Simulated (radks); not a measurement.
Results of a calculation; reference values are marked as such.
Task: Radial electron density D(r) = 4 pi r^2 rho(r) of an atom or ion with 1 electrons. Code: a radial shooting solver on a logarithmic mesh with Libxc functionals. Model: non-relativistic Kohn-Sham, PBE, spin-polarised, spherical densities, point nucleus.

```
   r/bohr * D(r) (the largest magnitude, 2.69, reaches the edge; | marks zero)
  0.01706 |  *
  0.01986 |  *
  0.02312 |   *
  0.02691 |     *
  0.03133 |      *
  0.03648 |        *
  0.04246 |           *
  0.04943 |              *
  0.05755 |                  *
    0.067 |                       *
  0.07737 |                           *
  0.09007 |                                 *
   0.1049 |                                      *
   0.1221 |                                            *
   0.1421 |                                                 *
   0.1654 |                                                    *
   0.1926 |                                                      *
   0.2242 |                                                     *
    0.261 |                                                  *
   0.3039 |                                            *
   0.3538 |                                    *
   0.4118 |                           *
   0.4756 |                   *
   0.5537 |           *
   0.6446 |      *
   0.7504 |  *
   0.8736 |*
    1.017 *
    1.184 *
```

What is the nuclear charge?

Result: Z = 5. The innermost maximum, from 1s, lies near 1/Z = 0.2 bohr (found: 0.199), and its height grows with Z. The density is that of the boron ion B4+ in 1s1; the configuration itself is not fixed sharply by these data. D(r) has 1 maximum, at r = 0.199 bohr.
